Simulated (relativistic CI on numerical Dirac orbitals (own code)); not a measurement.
# Hyperfine structure of Kr XXVII, mass number 83

Calculated at this level of theory: Dirac-Coulomb-Breit CI, KLI orbitals optimised for each configuration, model QED (radiative potential, 1s self-energy scaled to tabulated hydrogen-like ionisation energies), unscaled Slater integrals (own radial code, finite nucleus).

Configuration list (outside the closed core 1s2): 2s2.2p6, 2s2.2p5.3s, 2s2.2p5.3p, 2s2.2p5.3d, 2s.2p6.3s, 2s.2p6.3p, 2s.2p6.3d, 2s2.2p5.4s, 2s2.2p5.4p, 2s2.2p5.4d, 2s2.2p5.4f, 2s.2p6.4s, 2s.2p6.4p, 2s2.2p4.3s2, 2s.2p6.4d, 2s.2p6.4f. Levels of other configurations are missing.

Nuclear spin I = 9/2, μ = -0.97073 μN, Q = 0.259 b (tables of Stone and Pyykkö). The electronic factors are computed for point nuclear moments, without core polarisation or the Bohr-Weisskopf and QED corrections.

| Level | E (10³ cm⁻¹) | A (MHz) | B (MHz) |
| --- | --- | --- | --- |
| 2s2.2p5.3s 3P°_2 | 13293.2 | -31020 | -37000 |
| 2s2.2p5.3s 1P°_1 | 13319.6 | -1921 | -16000 |
| 2s2.2p5.3p 3D_2 | 13732.3 | -18050 | -36600 |
| 2s2.2p5.3s 3P°_1 | 13750.9 | -83450 | -2440 |
| 2s2.2p5.3p 3D_3 | 13825.4 | -10260 | -27700 |
| 2s2.2p5.3p 1P_1 | 13829.6 | -11600 | 5230 |
| 2s2.2p5.3p 3P_2 | 13864.2 | -10240 | -701 |
| 2s2.2p5.3p 3D_1 | 14166.2 | -57470 | 200 |

Levels with J = 0, under 50 % of one LS term, or S terms without an open s electron are left out. Small factors come from cancelling terms and can be off by tens of per cent or more.

At this charge energies of transitions that change n are usually good to better than 1 %, and those within a shell (Δn = 0) to a few per cent.

**Question.** Give the hyperfine levels of 2s2.2p5.3s 3P°_2 relative to its centre of gravity.

**Answer.** With K = F(F + 1) − I(I + 1) − J(J + 1), E = AK/2 + B[¾K(K + 1) − I(I + 1)J(J + 1)]/[2I(2I − 1)J(2J − 1)]: F = 5/2: 324300, F = 7/2: 231900, F = 9/2: 103800, F = 11/2: -66770, F = 13/2: -288400 MHz.

LS names give the leading component of a level, which can be under half, so a name can repeat, a term be missing and a line seem to break the LS rules.
